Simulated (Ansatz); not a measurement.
Process, species as SMILES: OB(O)Br -> [O]B(O)Br + H atom (the H-O bond at the site shown breaks; other sites are not compared here)
Geometries: B3LYP-D3(BJ)/def2-TZVP minima from Ansatz (a first-principles code), one conformer each, not searched for the lowest.

Quantity: bond dissociation energy (electronic energy difference), in kJ/mol. Valence correlation only, unless marked. Open shells are spin-unrestricted. No spin-orbit coupling. Frozen are the shells of the preceding noble gas and the d and f shells that filled before the atom's block. No relativistic terms. CBS(X,Y): correlation extrapolated as X^-3; Hartree-Fock from the larger set (for Q and 5 zeta extrapolated as (X+1)exp(-9√X)).

| level | program | bond dissociation energy (kJ/mol) |
|---|---|---|
| revPBE/def2-TZVPD | Ansatz | 460.1 |
| B3LYP/def2-TZVPD | Ansatz | 485.0 |

**Question.** Predict the CCSD(T)/CBS(cc-pVQZ,cc-pV5Z) result (Ansatz).

**Answer.** 520.6 kJ/mol, so B3LYP/def2-TZVPD differs from it by -35.6 kJ/mol.
